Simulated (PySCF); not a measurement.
CH₅N₂S, SMILES [NH3+]C(N)=S, charge +1. Geometry: PBE-D3(BJ)/def2-SVP. The isomer is the one that the SMILES or the coordinates give; other isomers of the formula were not compared. One conformer was computed; it need not be the lowest.

### Question
Give the equilibrium geometry at PBE-D3(BJ)/def2-SVP (PySCF confirms it by a frequency run) as bond lengths and angles, and its point group. (Estimate from the structure and the level; the computed values follow.)

### Answer
This is not unique; one that fits is point group Cs.
Atoms: N1 C2 N3 S4 H5 H6 H7 H8 H9. Bonded distances (Å): N1–C2 1.343, N1–H5 1.023, N1–H6 1.025, C2–N3 1.551, C2–S4 1.622, N3–H7 1.040, N3–H8 1.041, N3–H9 1.041. Bond angles (°): C2–N1–H5 125.4, C2–N1–H6 117.6, H5–N1–H6 117.0, N1–C2–N3 110.6, N1–C2–S4 131.7, N3–C2–S4 117.7, C2–N3–H7 105.7, C2–N3–H8 113.0, C2–N3–H9 113.0, H7–N3–H8 108.2, H7–N3–H9 108.2, H8–N3–H9 108.4.
Charge +1, spin multiplicity 1.
